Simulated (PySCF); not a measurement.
Run record: excited-state job, `C/C(BBr)=C\C=C/F`.

Method: TDDFT CAM-B3LYP/def2-SVPD, vertical, gas phase, core orbitals frozen in the response (PySCF 2.14.0, density-fitted response routines). Geometry: GFN2-xTB. The command runs a driver script over a list of jobs; the input below is this job's line of settings and its coordinates in Å.

Command:
```bash
OMP_NUM_THREADS=1 python probes_run.py task.json out
```

Input:
```
{"job": {"kind": "uv", "xc": "CAM-B3LYP", "basis": "def2-SVPD", "nstates": 8, "ntriplets": 3}, "charge": 0, "multiplicity": 1}
C      1.144506     1.273455    -0.536162
C      0.905980    -0.107806     0.017050
B      2.064471    -1.063861     0.359280
Br     3.852683    -0.575412     0.109668
C     -0.362221    -0.546142     0.227264
C     -1.565747     0.193922    -0.031296
C     -2.789202    -0.289997     0.190788
F     -2.999478    -1.518744     0.677558
H      0.726869     2.029817     0.127951
H      0.673498     1.383448    -1.512738
H      2.206581     1.475637    -0.649899
H      1.857503    -2.133983     0.791436
H     -0.509714    -1.541877     0.624188
H     -1.494572     1.195249    -0.425058
H     -3.715571     0.234282     0.008059
```

Output:
```
coarse grid: 61016 points
cycle   1  E = -2892.9617157804  dE =  1.033e-01  |g| = 5.237e-01  |ddm| = 1.052e+01
cycle   2  E = -2892.9539526894  dE =  7.763e-03  |g| = 6.125e-01  |ddm| = 1.908e+00
cycle   3  E = -2893.0270149050  dE = -7.306e-02  |g| = 6.230e-02  |ddm| = 1.204e+00
cycle   4  E = -2893.0279051283  dE = -8.902e-04  |g| = 2.611e-02  |ddm| = 1.949e-01
cycle   5  E = -2893.0280917000  dE = -1.866e-04  |g| = 1.116e-02  |ddm| = 9.388e-02
cycle   6  E = -2893.0281263286  dE = -3.463e-05  |g| = 2.760e-03  |ddm| = 3.130e-02
cycle   7  E = -2893.0281288111  dE = -2.483e-06  |g| = 1.068e-03  |ddm| = 9.464e-03
final grid: 129536 points
cycle   8  E = -2893.0281305766  dE = -2.602e-07  |g| = 1.107e-03  |ddm| = 8.516e-03
cycle   9  E = -2893.0281304940  dE =  8.260e-08  |g| = 1.316e-03  |ddm| = 4.854e-03
cycle  10  E = -2893.0281309005  dE = -4.065e-07  |g| = 1.139e-04  |ddm| = 2.461e-03
cycle  11  E = -2893.0281309052  dE = -4.638e-09  |g| = 4.163e-05  |ddm| = 3.749e-04
cycle  12  E = -2893.0281309067  dE = -1.526e-09  |g| = 1.739e-05  |ddm| = 2.833e-04
cycle  13  E = -2893.0281309067  dE = -5.730e-11  |g| = 2.429e-06  |ddm| = 4.508e-05
converged SCF energy = -2893.0281309067

Static polarisability (au): isotropic 110.668, principal 64.909 87.092 180.002

Singlet excitations
state   eV       nm        f      main configurations
  1   4.5254    274.0   0.77639   H->L 0.98
  2   4.6325    267.6   0.00030   H-1->L 0.90
  3   6.0456    205.1   0.00002   H-4->L 0.92
  4   6.3522    195.2   0.01145   H-2->L 0.94
  5   6.5416    189.5   0.00107   H-5->L 0.80
  6   6.5961    188.0   0.00578   H->L+1 0.64, H->L+3 0.20, H-5->L 0.10
  7   6.6991    185.1   0.01202   H-3->L 0.73, H->L+2 0.22
  8   6.9000    179.7   0.11543   H->L+2 0.73, H-3->L 0.22

Triplet excitations (Tamm-Dancoff, eV): 2.5142 4.3922 4.5858
```

The SCF starts on a coarse grid where the log names one; the energy can jump when the final grid takes over, and dE then counts from the start density on the new grid. H and L stand for HOMO and LUMO; the number after each pair is its weight.

Give S1 in cm⁻¹ and kJ/mol.

4.5254 eV × 8065.54 = 36500 cm⁻¹; × 96.485 = 436.6 kJ/mol.

How does the lowest singlet excitation compare with the HOMO–LUMO gap?

HOMO -8.24 eV and LUMO -1.40 eV give a gap of 6.84 eV; S1 at 4.53 eV lies 2.31 eV below it.

Summary of the converged run: HOMO -8.24 eV, LUMO -1.40 eV; lowest singlet 4.53 eV; lowest triplet 2.51 eV (Tamm–Dancoff); mean polarisability 110.7 au.

 Relativistic effects, spin–orbit coupling among them, are left out although an element past zinc is present.

The run took 2.2 min wall on one thread of an Arm Neoverse N1, shared host, and the process peaked at 1.1 GiB of memory.

One conformer stands for the species.
Labels such as C1 count atoms from 1, the log's own numbers from 0.
